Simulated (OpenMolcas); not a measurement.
d6 ions of charge +3 down a group on the Mg site of KMgF3

| Quantity | Value |
| --- | --- |
| Program | OpenMolcas 26.06 |
| Method | SS-CASPT2, IPEA 0.25 Eh, imaginary shift 0.1 Eh |
| Spin-orbit coupling | RASSI with atomic mean-field integrals over the reference wave functions |

The d shell is active; CASPT2 correlates the ligand valence shells and the outer metal core. Each dopant is a cluster with its nearest anions in model potentials and point charges, with no relaxation and no local charge compensation. Distances were set from a Shannon-type radius of the metal (high-spin where two are listed) plus a fixed donor radius (F 1.31 Å), in hosts weighted 0.65 to 0.35 with the host's distance in the model lattice. Ligand basis ANO-RCC-VDZP, DKH2 Hamiltonian. States (labels of O, the rotations of Oh). Energies in cm-1 above the lowest state or level, χT in cm3 K/mol; under a threefold ground state the first gap can be a small split of the lowest multiplet, not the spin-orbit step. Spin-only χT is S(S+1) / 2 for the spin of the ground state.

```csv
Ion,Shell,R (Å),Metal basis,Ground state,First state of that spin,First gap with spin-orbit (degeneracies),χT at 300 K,First state of another spin,Spin-only χT
Co3+,3d6,1.943,ANO-RCC-VTZP,5T2,5E 12760,"260 (3, 2)",4.142,1A1 4940,3.000
Ir3+,5d6,1.989,ANO-RCC-VTZP,1A1,1T1 26220,"19840 (1, 2)",0.027,2S+1 = 3: 22140,0.000
```

Below the highest spin of the shell: Ir3+. χT departs most from the spin-only value for Co3+, by +1.142 cm3 K/mol.

Roots that are degenerate in the reference are averaged as groups; the widest CASPT2 spread within a group is 790 cm-1 (the 2-fold group of multiplicity 1 near 73500 cm-1 above the lowest state of its run, Co3+). Shifts and gaps below about the spread of the groups concerned are not significant. Over all roots computed the reference weight is 0.68 to 0.74 in Co3+, 0.71 to 0.73 in Ir3+; the roots of lowest weight are the least certain, and an intruder state may touch them. Ligand-to-metal charge-transfer states are missing. With no ligand orbital active B as a rule stays too high, so bands that hang on it stand too high and its fall with covalency is understated. With one d shell and no ligand orbital active, 10Dq can be off by a tenth or more. An orbital triplet at a regular site is open to Jahn-Teller coupling, which can distort the site and quench the lowest spin-orbit gaps and is left out (holds for Co3+). This shell can be high or low spin here, a state of another spin lies low, and with metal d orbitals alone active their balance is uncertain, so the ground spin may be wrong (holds for Co3+). A single d shell leaves out the double-shell effect, which counts most for late 3d ions, where the CASPT2 field can be off either way by tens of per cent (holds for Co3+). These CASPT2 states fit no ligand-field parameters well, so their order and spin gaps are uncertain (holds for Co3+). The least metal-like active orbital is 79 % on the metal (Löwdin) and no ligand orbital is active, so the numbers are rough (holds for Ir3+). No measured value stands beside these numbers; the geometry was set by hand and not optimised.

A state without a sure symmetry label is named by its multiplicity alone.
